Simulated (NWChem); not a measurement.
System: TaF$_{5}$; SMILES [F][Ta]([F])([F])([F])[F]

All runs: NWChem. Coordinates come from a PBE0/def2-SVP optimisation. def2 effective core potentials on Ta; no spin-orbit coupling.

Taking B3LYP/def2-TZVPP as the yardstick, which of these has the fewest basis functions while keeping “highest occupied level (eV)” within 0.05 eV of it: B3LYP/def2-SVPD; B3LYP/def2-TZVP; B3LYP/def2-SVP?

B3LYP/def2-TZVP.
| level | basis functions | highest occupied level (eV) |
|---|---|---|
| B3LYP/def2-SVP | 102 | -11.83 |
| B3LYP/def2-SVPD | 150 | -12.10 |
| B3LYP/def2-TZVP | 195 | -11.96 |
| B3LYP/def2-TZVPP | 211 | -11.94 |

The yardstick is one finite set, not the basis-set limit.
